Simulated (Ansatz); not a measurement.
Cost and result for the atomization energy of CH$_{8}$F$_{2}$N$_{2}$Si$_{2}$, SMILES `N[SiH2]C[Si](N)(F)F` (15 atoms, 14 bonds).

```xyz
15

N     0.999    1.209   -0.999
Si   -0.119    0.060   -1.655
C    -1.224   -0.532   -0.263
Si   -0.504   -0.238    1.406
N     1.085   -0.776    1.574
F    -0.689    1.327    1.694
F    -1.342   -0.964    2.549
H     1.786    1.490   -1.565
H     0.631    2.008   -0.502
H    -0.971    0.578   -2.767
H     0.708   -1.048   -2.200
H    -2.194   -0.031   -0.322
H    -1.400   -1.605   -0.390
H     1.439   -1.106    2.456
H     1.797   -0.373    0.985
```

Charge 0, multiplicity 1. Geometry: relaxed with PBE0-D4/def2-TZVP. It is one conformer, not always the lowest. Program: Ansatz. All runs use 2 threads of an AMD EPYC 7R13 on a shared host and a share of an NVIDIA H100 80 GB. Times are those of one run each, without the atoms' runs, and a repeat can differ threefold. Electronic energies, without spin–orbit coupling; frozen cores. CCSD(T)/CBS adds CCSD(T) − MP2 in def2-TZVPP to the MP2 limit, and its time is that of the two runs behind it. T1 = 0.011. B3LYP takes the VWN-RPA correlation (the form of Gaussian; ORCA's B3LYP/G).

CCSD(T)/CBS is a level of theory with its own doubt, some kJ/mol a heavy atom from the limit and from the frozen cores, so smaller differences don't rank the functionals.

```tsv
level	functions	wall time	atomization (kcal/mol)	difference from CCSD(T)/CBS	per bond
PBE0-D4/def2-TZVPP	351	1.9 s	1352.9	-13.1	-0.9
PBE-D4/def2-TZVPP (with forces)	351	2.3 s	1375.7	9.7	0.7
B2PLYP/def2-TZVPP	351	2.4 s	1346.3	-19.7	-1.4
B3LYP-D4/def2-TZVPP (with forces)	351	2.4 s	1361.3	-4.7	-0.3
r2SCAN-D4/def2-TZVPP (with forces)	351	2.9 s	1358.9	-7.1	-0.5
ωB97X-V/def2-TZVPP	351	3.3 s	1368.9	2.9	0.2
ωB97M-V/def2-TZVPP (with forces)	351	4 s	1368.4	2.4	0.2
MP2/def2-QZVPP	665	4.2 s	1373.8	7.8	0.6
CCSD(T)/def2-TZVPP	351	8.5 s	1324.0	-42.0	-3.0
CCSD(T)/CBS(def2)	–	13 s	1366.0	0.0	0.0
```

In def2-TZVPP, CCSD(T) changes the Hartree–Fock value by +338.5 kcal/mol (the triples alone add +18.4 kcal/mol) and MP2 by +363.0 kcal/mol; breaking electron pairs costs correlation energy, which Hartree–Fock lacks. The D4 term adds +15.2 kcal/mol with B3LYP and +8.1 kcal/mol with PBE0; it sums over pairs of atoms, weighted by their polarisabilities, and B3LYP, whose exchange is more repulsive, gets the larger term. From PBE to PBE0 (25 % exact exchange), in def2-TZVPP and without D4, the atomization energy moves by −21.4 kcal/mol: exact exchange takes away binding that semilocal exchange gives to molecules.
